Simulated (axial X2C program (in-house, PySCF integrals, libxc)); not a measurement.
Low determinants of CrSi at the PBE0 level, two-component

Calculated with an in-house relativistic program for diatomic molecules. Two-component (2c) means X2C with spin–orbit coupling and atomic mean-field two-electron Coulomb and Gaunt terms. Basis: Cr dyall-cv3z [9s10p6d3f2g], Si dyall-v3z [8s7p2d1f] (cores contracted in-house); Gaussian nuclei, density fitting, unrestricted open shells. Masses: Cr 51.941 u, Si 27.977 u.

Search at 2.488 Å (vertical energies from the lowest determinant):

```json
{"ΔE (eV)": "0.00", "state": "Ω = 4", "electrons beyond evenly filled partner blocks": "ω = 3/2, ω = 5/2", "electrons in ±ω = 1/2, 3/2, 5/2, 7/2": "28 9 1 0"}
{"ΔE (eV)": "0.02", "state": "Ω = 2", "electrons beyond evenly filled partner blocks": "ω = -1/2, ω = 5/2", "electrons in ±ω = 1/2, 3/2, 5/2, 7/2": "29 8 1 0"}
{"ΔE (eV)": "0.73", "state": "Ω = 3", "electrons beyond evenly filled partner blocks": "ω = 1/2, ω = 5/2", "electrons in ±ω = 1/2, 3/2, 5/2, 7/2": "29 8 1 0"}
{"ΔE (eV)": "0.75", "state": "Ω = 1", "electrons beyond evenly filled partner blocks": "ω = -3/2, ω = 5/2", "electrons in ±ω = 1/2, 3/2, 5/2, 7/2": "28 9 1 0"}
{"ΔE (eV)": "0.75", "state": "Ω = 5", "electrons beyond evenly filled partner blocks": "2 × ω = 1/2, ω = 3/2, ω = 5/2", "electrons in ±ω = 1/2, 3/2, 5/2, 7/2": "28 9 1 0"}
{"ΔE (eV)": "0.77", "state": "Ω = 3", "electrons beyond evenly filled partner blocks": "ω = 1/2, ω = 5/2", "electrons in ±ω = 1/2, 3/2, 5/2, 7/2": "27 10 1 0"}
{"ΔE (eV)": "1.08", "state": "Ω = 3", "electrons beyond evenly filled partner blocks": "2 × ω = -1/2, ω = 3/2, ω = 5/2", "electrons in ±ω = 1/2, 3/2, 5/2, 7/2": "28 9 1 0"}
```

Lowest determinant, Ω = 4 (⟨Sz⟩ = 4.00, ⟨Lz⟩ = 0.00 at PBE0): Re = 2.526 Å, ωe = 272.4 cm⁻¹.

The determinant in row 2 of the search, Ω = 2 (⟨Sz⟩ = 3.00, ⟨Lz⟩ = -1.00 at PBE0), was followed along the bond at PBE0; measured from the minimum of the lowest determinant it gives:

Te = 0.019 eV (153 cm⁻¹), Re = 2.483 Å, ωe = 297.8 cm⁻¹.

Problem. Compare the bond of the determinant in row 2 with that of the lowest one.

Solution. At PBE0 its Re is 0.043 Å shorter and its force constant, which goes as ωe², is 1.20 times that of the lowest determinant. T0 ≈ Te + Δωe/2 = 153 + (13) = 166 cm⁻¹.

The search compares states at one distance, so a state with another bond length can lie lower; it is not exhaustive and yields mostly the lowest determinant of each block pattern, so other components and higher states of one pattern are missing. These are energies of single determinants, not of spin-adapted states; PBE0 term energies can be off by some tenths of an eV, and the functional has no current term. Open-shell Ω = 0 determinants with evenly filled partner blocks cannot be reached by this program, so the Ω shown need not be the lowest component. The lowest determinant need not be the ground state where others lie within half an eV.
